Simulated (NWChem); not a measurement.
The numbers come from NWChem runs, not from measurements. System: F4Se, charge 0, spin multiplicity 1, at a geometry optimised with B3LYP/def2-SVP. The structure started from a generated list of species. Level: LDA (SVWN5)/def2-TZVP.

Job file:

```
start mol
memory heap 200 mb stack 900 mb global 1100 mb
geometry units angstroms nocenter noautoz
  Se     0.000000     0.000000    -0.324259
  F      0.000000    -1.320038     0.784360
  F      1.785407     0.000000    -0.171871
  F      0.000000     1.320038     0.784360
  F     -1.785407     0.000000    -0.171871
  symmetry group C2v
end
basis spherical
  * library def2-tzvp
end
dft
  xc slater vwn_5
  semidirect memsize 60000000 filesize 0
  iterations 100
end
task dft energy
```

Output (cleaned and shortened):

```
             Northwest Computational Chemistry Package (NWChem) 7.3.0
             --------------------------------------------------------

                                NWChem Input Module
                                -------------------

 Scaling coordinates for geometry "geometry" by  1.889725989
 (inverse scale =  0.529177249)

 Turning off AUTOSYM since
 SYMMETRY directive was detected!

                             Geometry "geometry" -> ""
                             -------------------------

 Output coordinates in angstroms (scale by  1.889725989 to convert to a.u.)

  No.       Tag          Charge          X              Y              Z
 ---- ---------------- ---------- -------------- -------------- --------------
    1 Se                  34.0000     0.00000000     0.00000000    -0.32425900
    2 F                    9.0000     0.00000000    -1.32003800     0.78436000
    3 F                    9.0000     1.78540700     0.00000000    -0.17187100
    4 F                    9.0000     0.00000000     1.32003800     0.78436000
    5 F                    9.0000    -1.78540700     0.00000000    -0.17187100

 Effective nuclear repulsion energy (a.u.)     467.7654485966

            Nuclear Dipole moment (a.u.)
            ----------------------------
        X                 Y               Z
 ---------------- ---------------- ----------------
     0.0000000000     0.0000000000    -0.0000075589

      Symmetry information
      --------------------

 Group name             C2v
 Group number             16
 Group order               4
 No. of unique centers     3

      Symmetry unique atoms

     1    2    3


 Summary of "ao basis" -> "" (spherical)
 ------------------------------------------------------------------------------
       Tag                 Description            Shells   Functions and Types
 ---------------- ------------------------------  ------  ---------------------
 *                         def2-tzvp                  on all atoms

                                 NWChem DFT Module
                                 -----------------

 Summary of "ao basis" -> "ao basis" (spherical)
 ------------------------------------------------------------------------------
       Tag                 Description            Shells   Functions and Types
 ---------------- ------------------------------  ------  ---------------------
 Se                        def2-tzvp                16       48   6s5p4d1f
 F                         def2-tzvp                11       31   5s3p2d1f

 Summary of "ao basis" -> "ao basis" (spherical)
 ------------------------------------------------------------------------------
       Tag                 Description            Shells   Functions and Types
 ---------------- ------------------------------  ------  ---------------------
 Se                        def2-tzvp                16       48   6s5p4d1f
 F                         def2-tzvp                11       31   5s3p2d1f

      Symmetry analysis of basis
      --------------------------

        a1         63
        a2         25
        b1         42
        b2         42

            General Information
            -------------------
          SCF calculation type: DFT
          Wavefunction type:  closed shell.
          No. of atoms     :     5
          No. of electrons :    70
           Alpha electrons :    35
            Beta electrons :    35
          Charge           :     0
          Spin multiplicity:     1
          Use of symmetry is: on ; symmetry adaption is: on
[...]
 d= 0,ls=0.0,diis     7  -2795.1890682916 -1.12D-04  8.89D-05  2.13D-04     9.0
 d= 0,ls=0.0,diis     8  -2795.1890133993  5.49D-05  6.56D-05  9.07D-04     9.5
 d= 0,ls=0.0,diis     9  -2795.1890801208 -6.67D-05  1.45D-05  3.85D-05     9.9
 d= 0,ls=0.0,diis    10  -2795.1890822811 -2.16D-06  2.69D-06  2.03D-06    10.4
 d= 0,ls=0.0,diis    11  -2795.1890824359 -1.55D-07  8.04D-07  4.49D-08    10.8

         Total DFT energy =    -2795.189082435933
      One electron energy =    -4828.578563914721
           Coulomb energy =     1688.563587443586
    Exchange-Corr. energy =     -122.939554561435
 Nuclear repulsion energy =      467.765448596636

 Numeric. integr. density =       69.999997809236

     Total iterative time =      9.1s

                  Occupations of the irreducible representations
                  ----------------------------------------------

                     irrep           alpha         beta
                     --------     --------     --------
                     a1               16.0         16.0
                     a2                3.0          3.0
                     b1                8.0          8.0
                     b2                8.0          8.0

                       DFT Final Molecular Orbital Analysis
                       ------------------------------------

 Vector   33  Occ=2.000000D+00  E=-3.693953D-01  Symmetry=b1
              MO Center=  3.7D-13, -2.3D-14,  3.4D-02, r^2= 3.5D+00
   Bfn.  Coefficient  Atom+Function         Bfn.  Coefficient  Atom+Function
  ----- ------------  ---------------      ----- ------------  ---------------
    87      0.295709  3 F  pz               149     -0.295709  5 F  pz
    90      0.234097  3 F  pz               152     -0.234097  5 F  pz
    54     -0.193293  2 F  px               116     -0.193293  4 F  px
    93      0.169087  3 F  pz               155     -0.169087  5 F  pz
    57     -0.156998  2 F  px               119     -0.156998  4 F  px

 Vector   34  Occ=2.000000D+00  E=-3.642159D-01  Symmetry=a2
              MO Center=  5.0D-14, -1.9D-15,  8.9D-02, r^2= 3.4D+00
   Bfn.  Coefficient  Atom+Function         Bfn.  Coefficient  Atom+Function
  ----- ------------  ---------------      ----- ------------  ---------------
    86      0.310866  3 F  py               148     -0.310866  5 F  py
    89      0.246441  3 F  py               151     -0.246441  5 F  py
    54      0.207126  2 F  px               116     -0.207126  4 F  px
    92      0.176069  3 F  py               154     -0.176069  5 F  py
    57      0.167011  2 F  px               119     -0.167011  4 F  px

 Vector   35  Occ=2.000000D+00  E=-3.309530D-01  Symmetry=a1
              MO Center=  5.4D-16, -5.8D-15, -2.9D-01, r^2= 3.1D+00
   Bfn.  Coefficient  Atom+Function         Bfn.  Coefficient  Atom+Function
  ----- ------------  ---------------      ----- ------------  ---------------
     6      0.418455  1 Se s                  5      0.284655  1 Se s
    87      0.223543  3 F  pz               149      0.223543  5 F  pz
    85      0.221154  3 F  px               147     -0.221154  5 F  px
    18     -0.181301  1 Se pz                88      0.179050  3 F  px
   150     -0.179050  5 F  px                90      0.175090  3 F  pz

 Vector   36  Occ=0.000000D+00  E=-1.524062D-01  Symmetry=b2
              MO Center=  4.5D-15,  1.3D-14, -3.6D-01, r^2= 2.3D+00
   Bfn.  Coefficient  Atom+Function         Bfn.  Coefficient  Atom+Function
  ----- ------------  ---------------      ----- ------------  ---------------
    17      0.521676  1 Se py                20      0.393869  1 Se py
    14      0.318261  1 Se py                11     -0.310798  1 Se py
    56     -0.188274  2 F  pz               118      0.188274  4 F  pz
    38     -0.170437  1 Se d -1              59     -0.153096  2 F  pz
   121      0.153096  4 F  pz                62     -0.130512  2 F  pz

 Vector   37  Occ=0.000000D+00  E=-1.049533D-01  Symmetry=a1
              MO Center=  1.1D-14, -5.0D-14,  6.2D-02, r^2= 2.3D+00
   Bfn.  Coefficient  Atom+Function         Bfn.  Coefficient  Atom+Function
  ----- ------------  ---------------      ----- ------------  ---------------
    18      0.522817  1 Se pz                 6      0.503031  1 Se s
     5      0.496713  1 Se s                 21      0.455451  1 Se pz
    15      0.288618  1 Se pz                12     -0.281434  1 Se pz
    53     -0.239473  2 F  s                115     -0.239473  4 F  s
    55     -0.224961  2 F  py               117      0.224961  4 F  py

 Vector   38  Occ=0.000000D+00  E=-4.228010D-02  Symmetry=b1
              MO Center=  9.0D-14, -6.0D-15, -4.1D-01, r^2= 2.6D+00
   Bfn.  Coefficient  Atom+Function         Bfn.  Coefficient  Atom+Function
  ----- ------------  ---------------      ----- ------------  ---------------
    19      0.688775  1 Se px                16      0.605043  1 Se px
    13      0.352809  1 Se px                84     -0.350142  3 F  s
   146      0.350142  5 F  s                 10     -0.334283  1 Se px
    91      0.228030  3 F  px               153      0.228030  5 F  px
    85      0.221155  3 F  px               147      0.221155  5 F  px

 center of mass
 --------------
 x =   0.00000000 y =   0.00000000 z =  -0.02826865

 moments of inertia (a.u.)
 ------------------
         353.433144340962           0.000000000000           0.000000000000
           0.000000000000         549.527903255185           0.000000000000
           0.000000000000           0.000000000000         668.971068464716

     Multipole analysis of the density
     ---------------------------------

     L   x y z        total         alpha         beta         nuclear
     -   - - -        -----         -----         ----         -------
     0   0 0 0      0.000000    -35.000000    -35.000000     70.000000

     1   1 0 0      0.000000      0.000000      0.000000      0.000000
     1   0 1 0      0.000000      0.000000      0.000000      0.000000
     1   0 0 1     -0.705879     -0.352936     -0.352936     -0.000008

     2   2 0 0    -32.634521   -118.767894   -118.767894    204.901267
     2   1 1 0     -0.000000     -0.000000     -0.000000      0.000000
     2   1 0 1      0.000000      0.000000      0.000000      0.000000
     2   0 2 0    -27.881626    -69.944039    -69.944039    112.006453
     2   0 1 1     -0.000000     -0.000000     -0.000000      0.000000
     2   0 0 2    -26.682711    -40.446764    -40.446764     54.210817

 Task  times  cpu:       10.9s     wall:       10.9s

 Total times  cpu:       10.9s     wall:       10.9s
```
